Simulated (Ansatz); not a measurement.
BClH₄S₂Si, 9 atoms. The species carries charge 0 and has multiplicity 1. The bonds changed during the relaxation, so this is another structure than the one it started from. All runs use 4 threads of an Arm Neoverse V2 on a shared host. Correlated methods freeze the cores.

(1) Give the basis size and wall time and peak host memory of each of these runs in Ansatz. RKS r2SCAN0-D4/def2-TZVPP energy; RKS ωB97M-V/def2-SVP energy; RKS PBE0-D4/def2-QZVPP energy; RHF-CCSD(T)/def2-TZVPP energy; direct RPA on PBE orbitals/def2-TZVPP energy; RKS B3LYP-D4/def2-TZVPP energy and forces; RKS PBE0-D4/def2-TZVP relaxation (8 steps); RHF-CCSD(T)/def2-SVP energy; RKS PBE0-D4/def2-TZVP frequencies; RKS PBE0-D4/def2-SVP energy; RKS PBE0-D4/def2-TZVPP energy; RKS B2PLYP (frozen core)/def2-TZVPP energy. (Best estimate.)

Results:

(1) The calculation gave: Other jobs shared the machine, so times are rough.

| level | job | functions | wall time | peak host memory (GiB) |
| --- | --- | --- | --- | --- |
| RKS PBE0-D4/def2-SVP | energy | 106 | 1.4 s | 0.22 |
| RHF-CCSD(T)/def2-SVP | energy | 106 | 3.4 s | 0.39 |
| RKS PBE0-D4/def2-TZVPP | energy | 255 | 4.1 s | 0.83 |
| direct RPA on PBE orbitals/def2-TZVPP | energy | 255 | 5.5 s | 0.6 |
| RKS ωB97M-V/def2-SVP | energy | 106 | 6 s | 0.35 |
| RKS B3LYP-D4/def2-TZVPP | energy and forces | 255 | 6.5 s | 0.89 |
| RKS B2PLYP (frozen core)/def2-TZVPP | energy | 255 | 6.5 s | 0.7 |
| RKS r2SCAN0-D4/def2-TZVPP | energy | 255 | 7 s | 0.86 |
| RKS PBE0-D4/def2-QZVPP | energy | 457 | 12 s | 2.1 |
| RKS PBE0-D4/def2-TZVP | relaxation (8 steps) | 203 | 35 s | 0.65 |
| RHF-CCSD(T)/def2-TZVPP | energy | 255 | 2.1 min | 5 |
| RKS PBE0-D4/def2-TZVP | frequencies | 203 | 2.6 min | 0.64 |

B3LYP here is the variant with VWN-RPA as its local correlation; programs differ in this.
